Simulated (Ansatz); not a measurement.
A run for Ansatz (a first-principles code): R-MP2/aug-cc-pVTZ on CH3BeF (SMILES [CH3][Be][F]), atoms moved off the minimum.

Ansatz 0.2 input:
```yaml
crystal:
  periodic: [false, false, false]
  atoms:
    - {symbol: Be, position_ang: [-0.19209074, 0.20757890, -0.07452341]}
    - {symbol: F, position_ang: [-0.28042622, 1.20490547, -0.96992738]}
    - {symbol: C, position_ang: [0.41212896, -1.18234076, 0.95404329]}
    - {symbol: H, position_ang: [0.35202488, -2.11511394, 0.51256018]}
    - {symbol: H, position_ang: [-0.53682349, -1.25068782, 1.81628213]}
    - {symbol: H, position_ang: [1.22594553, -0.85068759, 1.48530741]}
basis:
  gaussian:
    orbitals: aug-cc-pVTZ
magnetization: {spin_polarized: false}
correlation: {method: mp2, electrons: outside_noble_gas}
scf: {lower_state_search: off}
output: {forces: true}
```

The head of its log:

```
WARN ansatz: RAYON_NUM_THREADS=2 ignored (pool sized by the plan → 2); use --threads N
Functional definition: HF
these checks for a lower state are left out or cut short: starts, cluster_reference, orbital_swaps, neighbouring_geometries, increment
integrals: 0.35 GiB planned
1207 factors; integrals over basis functions are off by at most 5.6e-4 eV
mean field: 0.52 GiB planned
mean field evaluation 1: about -4182.5889 eV, gradient 3.7e1 eV
mean field evaluation 2: about -4182.5893 eV, gradient 3.7e1 eV
mean field evaluation 4: about -4185.3169 eV, gradient 2.5e0 eV
mean field evaluation 8: about -4185.3468 eV, gradient 6.7e-4 eV
mean field -4185.34681359 eV, -153.8086584694 hartree, gradient 2.8e-6 eV, S^2 0.000000; 0 other end points of the search recorded, 0 dependent functions left out
3 core orbitals not correlated
reference -4185.34681359 eV, -153.8086584694 hartree; 8, 8 occupied and 196, 196 virtual orbitals, 1207 factors
densities: 0.67 GiB planned
```

Problem. What total energy does the run end on?

Solution. -154.3024 hartree.
